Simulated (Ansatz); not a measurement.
Consider the ligand exchange at a B–N bond: `BNC=C=C` + `CSC=N` → `BN=CSC` + `C=C=CN`.

Program: Ansatz. Geometries: PBE0-D4/def2-TZVP. ΔE: electronic, gas phase. CCSD(T)/CBS adds triple-zeta CCSD(T) − MP2 to the extrapolated MP2 energy (def2 sets, frozen cores). Functionals use def2-TZVPP. B3LYP here is the variant with VWN-RPA as its local correlation; programs differ in this. One conformer a species, not always the lowest.

`BNC=C=C`:

```xyz
11

B     0.840   -1.419   -1.701
N     0.701   -0.541   -0.630
C    -0.507   -0.066   -0.106
C    -0.617    0.758    0.901
C    -0.741    1.579    1.901
H     1.941   -1.737   -2.037
H    -0.147   -1.822   -2.243
H     1.518   -0.186   -0.155
H    -1.393   -0.440   -0.609
H    -0.825    1.220    2.924
H    -0.768    2.655    1.754
```

`CSC=N`:

```xyz
9

C    -1.451   -0.081    0.089
S    -0.166   -1.327    0.187
C     1.246   -0.337   -0.021
N     1.205    0.916   -0.188
H    -2.400   -0.603    0.206
H    -1.413    0.423   -0.876
H    -1.323    0.655    0.882
H     2.158   -0.944    0.011
H     2.142    1.298   -0.290
```

`BN=CSC`:

```xyz
11

B    -0.448    1.354   -1.405
N    -0.855    0.227   -0.770
C    -1.191   -0.802   -0.165
S    -0.289   -1.602    1.102
C     1.145   -0.535    1.218
H     0.218    1.256   -2.398
H    -0.767    2.422   -0.963
H    -2.128   -1.324   -0.383
H     1.687   -0.518    0.273
H     1.780   -0.955    1.997
H     0.848    0.477    1.493
```

`C=C=CN`:

Cartesian coordinates in Å:
```
C -0.308 -1.776 0.532
C -0.287 -0.496 0.295
C -0.254 0.796 0.102
N 0.753 1.517 -0.547
H -0.830 -2.471 -0.122
H 0.194 -2.206 1.396
H -1.042 1.409 0.534
H 0.402 2.287 -1.095
H 1.372 0.939 -1.096
```

Q: Is it downhill or uphill in electronic energy at CCSD(T)/CBS, and by how much? (Best estimate.)

A: Computed: Uphill: ΔE = +0.40 eV.

Q: What do these levels give: PBE-D4, PBE0-D4, B3LYP-D4, ωB97X-V, B2PLYP, MP2/def2-TZVPP, SCS-MP2/def2-TZVPP, CCSD/def2-TZVPP, CCSD(T)/def2-TZVPP, SCS-MP2/def2-QZVPP, HF/CBS(def2), MP2/CBS(def2)? (An estimate is asked.)

A: Computed: PBE-D4 0.22, PBE0-D4 0.29, B3LYP-D4 0.28, ωB97X-V 0.38, B2PLYP 0.34, MP2/def2-TZVPP 0.39, SCS-MP2/def2-TZVPP 0.42, CCSD/def2-TZVPP 0.42, CCSD(T)/def2-TZVPP 0.41, SCS-MP2/def2-QZVPP 0.41, HF/CBS(def2) 0.48, MP2/CBS(def2) 0.38 eV.

Largest T1 diagnostic among the species: 0.015.

From PBE to PBE0 (25 % exact exchange), in def2-TZVPP and without D4, ΔE moves by +0.07 eV. In def2-TZVPP, CCSD(T) changes the Hartree–Fock value by −0.07 eV (the triples alone add −0.02 eV) and MP2 by −0.08 eV.
